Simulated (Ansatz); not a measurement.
Species: methylborane, CH5B, charge 0, multiplicity 1. SMILES: BC
Geometry: optimised at B3LYP-D3(BJ)/def2-TZVP (Ansatz, a quantum-chemistry and plane-wave program).

Wanted: atomisation energy (electronic, to ground-state atoms), in kJ/mol. Correlated levels leave the core frozen unless marked. UHF or UKS for open shells. Spin-orbit coupling is left out. No relativistic terms. The coupled-cluster limit lacks core correlation, which all-electron functionals hold. CBS marks a two-point X^-3 extrapolation of the correlation energy; Hartree-Fock from the larger set.

| level | program | atomisation energy (kJ/mol) |
|---|---|---|
| HF/cc-pVTZ | Ansatz | 1952.5 |

**Question.** Estimate the value at CCSD(T)/CBS(def2-TZVPPD,def2-QZVPPD) as computed with Ansatz.

**Answer.** 2454.1 kJ/mol
